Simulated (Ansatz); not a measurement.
This geometry of CH₆ClNOSi₂ (12 atoms, charge 0, multiplicity 1) is a first-order saddle point.

Computed with RKS B3LYP-D4/def2-SVP in Ansatz 0.2.0.

```xyz
12
Properties=species:S:1:pos:R:3
Si -0.428 -2.249 0.309
N -0.088 -0.553 0.031
C 0.264 0.022 -1.040
O 0.484 1.340 -1.075
Si 0.250 2.152 0.420
Cl 0.683 4.119 -0.057
H 0.773 -3.089 0.018
H -1.559 -2.716 -0.549
H -0.802 -2.418 1.737
H 0.432 -0.442 -2.031
H -1.163 2.081 0.843
H 1.230 1.696 1.427
```

Problem. Which two structures does it join? (They come from a converged band through this point; their orientation in space is the band's.)

Solution. No bond is made or broken. The dihedral H7–Si1–N2–C3 goes from 0 to 120°. The two ends are copies of one structure, up to a mirror image or an exchange of like atoms.

First end point:

```xyz
12
Properties=species:S:1:pos:R:3
Si -0.403 -2.259 0.306
N -0.081 -0.557 0.059
C 0.680 -0.033 -0.806
O 0.836 1.292 -0.884
Si -0.061 2.199 0.266
Cl 0.454 4.152 -0.185
H 0.355 -3.112 -0.665
H -1.862 -2.499 0.137
H -0.006 -2.624 1.693
H 1.282 -0.563 -1.568
H -1.513 2.043 0.042
H 0.398 1.906 1.639
```

Last end point:

```xyz
12
Properties=species:S:1:pos:R:3
Si -0.448 -2.253 0.293
N -0.107 -0.556 0.048
C -0.002 0.065 -1.050
O 0.266 1.374 -1.086
Si 0.453 2.126 0.446
Cl 0.845 4.096 -0.052
H 0.683 -2.864 1.043
H -0.627 -2.977 -1.007
H -1.692 -2.378 1.100
H -0.110 -0.359 -2.066
H -0.812 2.086 1.208
H 1.629 1.585 1.157
```

Problem. How far does it lie above each of them?

Solution. 0.057 eV above the first and 0.057 eV above the second. This is the barrier of this one path; another mechanism may lie lower.

Time of the run: 4.4 min on 2 threads of Arm Neoverse V1, with other jobs on the host, peak memory 0.34 GiB.
